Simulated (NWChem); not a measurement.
Program: NWChem. System: BFO, charge -1, spin multiplicity 2, at the geometry of a parent with another charge or spin, in a state set for the comparison that need not be this species' ground state. Its SCF solution wasn't tested for a lower state.

Job file:

```
start mol
memory heap 200 mb stack 800 mb global 1000 mb
charge -1
geometry units angstroms nocenter noautoz
  F      0.000000     0.000000    -1.196212
  B      0.000000     0.000000     0.086519
  O      0.000000     0.000000     1.291664
  symmetry group C2v
end
basis spherical
  * library def2-tzvpd
end
dft
  xc becke88 lyp
  odft
  mult 2
  semidirect memsize 60000000 filesize 0
  iterations 100
end
task dft energy
```

The output up to the point where the run's verdict is printed (cleaned and shortened):

```
             Northwest Computational Chemistry Package (NWChem) 7.3.0
             --------------------------------------------------------

                                NWChem Input Module
                                -------------------

 Scaling coordinates for geometry "geometry" by  1.889725989
 (inverse scale =  0.529177249)

 Turning off AUTOSYM since
 SYMMETRY directive was detected!

                             Geometry "geometry" -> ""
                             -------------------------

 Output coordinates in angstroms (scale by  1.889725989 to convert to a.u.)

  No.       Tag          Charge          X              Y              Z
 ---- ---------------- ---------- -------------- -------------- --------------
    1 F                    9.0000     0.00000000     0.00000000    -1.19621200
    2 B                    5.0000     0.00000000     0.00000000     0.08651900
    3 O                    8.0000     0.00000000     0.00000000     1.29166400

 Effective nuclear repulsion energy (a.u.)      51.4427896179

            Nuclear Dipole moment (a.u.)
            ----------------------------
        X                 Y               Z
 ---------------- ---------------- ----------------
     0.0000000000     0.0000000000    -0.0000018897

      Symmetry information
      --------------------

 Group name             C2v
 Group number             16
 Group order               4
 No. of unique centers     3

      Symmetry unique atoms

     1    2    3


 Summary of "ao basis" -> "" (spherical)
 ------------------------------------------------------------------------------
       Tag                 Description            Shells   Functions and Types
 ---------------- ------------------------------  ------  ---------------------
 *                         def2-tzvpd                 on all atoms

                                 NWChem DFT Module
                                 -----------------

 Summary of "ao basis" -> "ao basis" (spherical)
 ------------------------------------------------------------------------------
       Tag                 Description            Shells   Functions and Types
[...]
                                                     1.24D-07  2.19D-07
 d= 0,ls=0.5,diis    77   -199.9936651074 -1.16D-07  5.89D-05  2.58D-07    16.4
                                                     7.30D-08  1.84D-07
 d= 0,ls=0.5,diis    78   -199.9936652073 -9.99D-08  5.48D-05  2.19D-07    16.6
                                                     6.49D-08  1.56D-07
 d= 0,ls=0.5,diis    79   -199.9936652934 -8.61D-08  5.09D-05  1.87D-07    16.7
                                                     3.19D-08  1.33D-07
 d= 0,ls=0.5,diis    80   -199.9936653667 -7.33D-08  4.73D-05  1.61D-07    16.9
                                                     1.48D-08  1.14D-07
 d= 0,ls=0.5,diis    81   -199.9936654295 -6.27D-08  4.40D-05  1.39D-07    17.1
                                                     2.03D-08  9.85D-08
 d= 0,ls=0.5,diis    82   -199.9936654833 -5.39D-08  4.10D-05  1.20D-07    17.3
                                                     3.05D-08  8.51D-08
 d= 0,ls=0.5,diis    83   -199.9936655298 -4.65D-08  3.81D-05  1.04D-07    17.5
                                                     9.86D-09  7.36D-08
 d= 0,ls=0.5,diis    84   -199.9936655701 -4.02D-08  3.54D-05  8.96D-08    17.8
                                                     2.05D-08  6.35D-08
 d= 0,ls=0.5,diis    85   -199.9936656047 -3.47D-08  3.29D-05  7.78D-08    17.9
                                                     8.35D-09  5.52D-08
 d= 0,ls=0.5,diis    86   -199.9936656349 -3.02D-08  3.06D-05  6.70D-08    18.1
                                                     5.21D-09  4.74D-08
 d= 0,ls=0.5,diis    87   -199.9936656609 -2.60D-08  2.84D-05  5.79D-08    18.4
                                                     6.50D-09  4.08D-08
 d= 0,ls=0.5,diis    88   -199.9936656835 -2.26D-08  2.64D-05  4.98D-08    18.6
                                                     6.32D-09  3.51D-08
 d= 0,ls=0.5,diis    89   -199.9936657029 -1.95D-08  2.45D-05  4.30D-08    18.7
                                                     4.93D-09  3.02D-08
 d= 0,ls=0.5,diis    90   -199.9936657198 -1.69D-08  2.28D-05  3.69D-08    18.9
                                                     7.68D-09  2.59D-08
 d= 0,ls=0.5,diis    91   -199.9936657344 -1.46D-08  2.12D-05  3.17D-08    19.1
                                                     4.60D-09  2.22D-08
 d= 0,ls=0.5,diis    92   -199.9936657470 -1.26D-08  1.97D-05  2.72D-08    19.2
                                                     6.48D-09  1.91D-08
 d= 0,ls=0.5,diis    93   -199.9936657578 -1.08D-08  1.83D-05  2.35D-08    19.4
                                                     7.32D-09  1.64D-08
 d= 0,ls=0.5,diis    94   -199.9936657671 -9.29D-09  1.70D-05  2.03D-08    19.6
                                                     3.67D-09  1.42D-08
 d= 0,ls=0.5,diis    95   -199.9936657751 -8.03D-09  1.58D-05  1.75D-08    19.8
                                                     1.34D-08  1.22D-08
 d= 0,ls=0.5,diis    96   -199.9936657819 -6.82D-09  1.47D-05  1.52D-08    20.0
                                                     4.33D-09  1.07D-08
 d= 0,ls=0.5,diis    97   -199.9936657879 -5.95D-09  1.37D-05  1.32D-08    20.2
                                                     2.49D-09  9.24D-09
  Singularity in Pulay matrix. Error and Fock matrices removed.
 d= 0,ls=0.5,diis    98   -199.9936657930 -5.15D-09  1.28D-05  1.14D-08    20.4
                                                     2.03D-09  8.02D-09
 d= 0,ls=0.5,diis    99   -199.9936657975 -4.45D-09  1.19D-05  9.85D-09    20.7
                                                     2.24D-09  6.94D-09
  Singularity in Pulay matrix. Error and Fock matrices removed.
  Singularity in Pulay matrix. Error and Fock matrices removed.
 d= 0,ls=0.5,diis   100   -199.9936658013 -3.86D-09  1.11D-05  8.51D-09    20.8
                                                     1.22D-09  5.99D-09
```

Convergence was not reached. The next line reads: Calculation failed to converge. NWChem stopped with the message: dft energy failed.
